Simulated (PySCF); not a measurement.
## Correlation energy of Cs⁺ (caesium, charge +1)

Starting occupation: [Xe]. All numbers are calculated (PySCF 2.14, X2C-1e with screened-nucleus spin-orbit coupling, Gaussian nucleus, in x2c-TZVPall-2c with one added diffuse shell each of s, p, d type (12s12p10d1f, 105 functions)). Frozen: [Kr] 4d10; 8 electrons correlated; the 30 highest virtual spinors left out.

MP2 pair energies summed by pair of shells (mhartree):

| pair | energy | share (%) |
| --- | --- | --- |
| 5p3/2-5p3/2 | -46.50 | 34.3 |
| 5p1/2-5p3/2 | -43.60 | 32.2 |
| 5p3/2-5s1/2 | -18.84 | 13.9 |
| 5p1/2-5p1/2 | -11.75 | 8.7 |
| 5p1/2-5s1/2 | -9.47 | 7.0 |
| 5s1/2-5s1/2 | -5.41 | 4.0 |

Total MP2 correlation energy: -135.57 mhartree.

This basis was not built for core-valence correlation, so the inner-shell part is incomplete.
